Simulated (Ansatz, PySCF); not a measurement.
Molecule: BI, charge 0, multiplicity 1. SMILES: [B]I
Geometry: optimised at B3LYP-D3(BJ)/def2-TZVP (Ansatz, a program for electronic structure).

Wanted: atomisation energy (electronic, to ground-state atoms), in eV. Valence correlation only, unless marked. UHF or UKS for open shells. No spin-orbit coupling. The frozen core is the preceding noble-gas configuration, with the filled d and f shells of earlier blocks. Past Kr the def2 sets carry scalar-relativistic core potentials. STO-3G rows are all-electron and non-relativistic. The coupled-cluster limit lacks core correlation, which all-electron functionals hold. CBS(X,Y): correlation extrapolated as X^-3; Hartree-Fock from the larger set. [CCSD(T)-MP2]/basis is that difference in the basis named.

| level | program | atomisation energy (eV) | minus last row |
|---|---|---|---|
| BLYP/def2-TZVPD | Ansatz | 3.71 | 0.01 |
| TPSS-D4/def2-TZVPD | PySCF + dftd4 | 3.81 | 0.11 |
| r2SCAN/def2-TZVPD | Ansatz | 3.79 | 0.09 |
| BHLYP/def2-TZVPD | Ansatz | 3.31 | -0.39 |
| TPSSh-D4/def2-TZVPD | PySCF + dftd4 | 3.73 | 0.03 |
| PW6B95-D3(BJ)/def2-TZVPD | PySCF + dftd3 | 3.77 | 0.07 |
| HSE06-D3(BJ)/def2-TZVPD | Ansatz + dftd3 | 3.81 | 0.11 |
| CAM-B3LYP-D3(BJ)/def2-TZVPD | Ansatz + dftd3 | 3.50 | -0.20 |
| B2GP-PLYP-D4/def2-TZVPD | Ansatz + dftd4 | 3.59 | -0.11 |
| B2GP-PLYP/def2-TZVPD | Ansatz | 3.57 | -0.13 |
| B2PLYP-D3(BJ)/def2-TZVPD | Ansatz + dftd3 | 3.65 | -0.05 |
| MP2/def2-SVPD | Ansatz | 3.46 | -0.24 |
| RI-MP2/CBS(def2-TZVPP,def2-QZVPP) | Ansatz | 3.79 | 0.09 |
| SCS-MP2/def2-QZVPP | Ansatz | 3.59 | -0.11 |
| SCS-MP2/def2-QZVPPD | Ansatz | 3.59 | -0.11 |
| CCSD/STO-3G | Ansatz | 3.84 | 0.14 |
| CCSD(T)/def2-QZVPP | Ansatz | 3.64 | -0.06 |
| CCSD(T)/def2-QZVPPD | Ansatz | 3.65 | -0.05 |
| CCSDT(Q)/def2-SVP | Ansatz | 3.46 | -0.24 |
| RI-MP2/CBS(def2-TZVPP,def2-QZVPP)+[CCSD(T)-MP2]/def2-SVP | Ansatz | 3.78 | 0.08 |
| CCSD(T)/CBS(def2-TZVPPD,def2-QZVPPD) | Ansatz | 3.70 | 0.00 |

The Hartree-Fock reference is unstable (checked in the largest basis), which strains HF and MP2.
